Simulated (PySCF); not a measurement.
C₅H₇F, SMILES C/C=C/C=C\F.

Coordinates come from a B3LYP-D3(BJ)/def2-SVP optimisation. The structure was generated by enumeration; whether it is a known compound was not checked. One conformer was computed; it need not be the lowest.

The numbers are results of M06-2X/def2-TZVP (PySCF), not measurements.

Symmetry labels are those of the subgroup Cs that the program uses (full group Cs).

Computed valence orbital energies around the gap with their symmetry:
```tsv
orbital	symmetry	energy (eV)
HOMO−7	A'	-13.98
HOMO−6	A"	-13.09
HOMO−5	A'	-13.04
HOMO−4	A'	-12.42
HOMO−3	A'	-11.75
HOMO−2	A'	-11.18
HOMO−1	A"	-10.35
HOMO	A"	-7.54
LUMO	A"	0.19
LUMO+1	A'	2.25
LUMO+2	A'	2.39
LUMO+3	A"	2.76
```
